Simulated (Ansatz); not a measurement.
# Two structures, one formula

The two ends of one reaction step of BH$_{3}$Cl$_{2}$F$_{2}$, closed shell (PBE0-D4/def2-TZVP).

A:

```xyz
8
angstrom
B -1.2134 0.4410 -0.4905
H 1.8681 0.6046 -0.7804
Cl -1.3711 -1.0135 -1.4150
Cl -1.3368 2.0167 -1.1977
H 0.2105 -0.9570 1.6350
F -1.0040 0.3467 0.8141
H 1.8928 0.0628 -0.2658
F 0.9538 -1.5012 1.7005
```

B:

```xyz
8
angstrom
B -0.3501 0.8148 -0.9821
H 0.5671 1.4220 -0.5470
Cl -0.0770 -0.8468 -1.5314
Cl -1.8688 1.5645 -1.3005
H 0.0175 -0.3623 1.5854
F -0.6957 0.2290 1.4470
H 1.1126 -1.4125 0.2043
F 1.2944 -1.4086 1.1242
```

Ansatz 0.2.0; basis: def2-TZVPP; cores frozen in the correlated methods. B3LYP uses VWN-RPA correlation.

Q: Which structure is lower at CCSD(T), and by how much? (To be estimated.)

A: By the calculation: A, by 19.61 kcal/mol (electronic energy, against the other). By their contacts, A is a complex of BCl₂F ([F][B]([Cl])[Cl]) + HF + H₂ and B is a complex of BHCl₂ ([Cl][BH][Cl]) + HF + HF.

All methods give the same order:

```
      method  E(B) − E(A) (kcal/mol)
       SPW92                   14.28
      PBE-D4                   18.11
     BLYP-D4                   19.75
   r2SCAN-D4                   20.01
      B97M-V                   21.43
     PBE0-D4                   18.37
    B3LYP-D4                   19.68
  r2SCAN0-D4                   19.65
    BHLYP-D4                   19.84
CAM-B3LYP-D4                   19.44
     wB97X-V                   19.43
     wB97M-V                   19.45
      B2PLYP                   19.91
    PBE-QIDH                   18.97
  RPA on PBE                   20.37
          HF                   23.06
         MP2                   19.77
        CCSD                   19.83
     CCSD(T)                   19.61
```

No T1 diagnostic of these runs exceeds 0.011.

Labels in which every atom is bracketed show which atoms are joined, not bond orders.

For scale, one of the runs: CCSD(T)/def2-TZVPP, 219 basis functions, launched by `ansatz run in.yaml --threads 4 --pin off --events-out ev --progress --plain --max-ram 9574MiB`. Time: 110 s of wall clock on 4 CPU threads of an Arm Neoverse V1; the host was shared. Peak host memory: 3.4 GiB.
